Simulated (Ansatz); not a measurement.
Cartesian coordinates in Å:
```
Ge -1.8080 -0.9999 -0.5045
C -0.1122 0.0029 -0.2774
N 0.4466 0.0600 0.8514
In 2.2341 1.1492 0.9602
H -2.2351 -1.5860 0.8461
H -1.6101 -2.1270 -1.5377
H -2.9006 -0.0584 -1.0495
H 0.2822 0.4875 -1.1967
H 2.6761 1.8300 -0.5678
H 3.0270 1.2417 2.4759
```

The species carries charge 0 and has multiplicity 1. In takes the def2 core potential.

(1) List the ωB97M-V/def2-TZVPP orbital energies in eV (Ansatz). (An estimate is asked.)

## Answers

(1) Computed: Occupied: -10866.16, -1362.02, -1209.75, -1209.74, -1209.74, -394.17, -282.65, -173.79, -131.39, -123.04, -123.03, -123.03, -87.89, -87.54, -87.52, -35.84, -35.84, -35.83, -35.77, -35.77, -27.33, -24.33, -24.15, -24.13, -24.05, -23.96, -19.24, -17.14, -15.53, -12.92, -12.44, -12.32, -11.63, -11.16, -10.68, -8.08. Lowest empty: -0.43, 1.21, 1.64, 1.92, 1.96, 3.08, 3.16, 3.32.
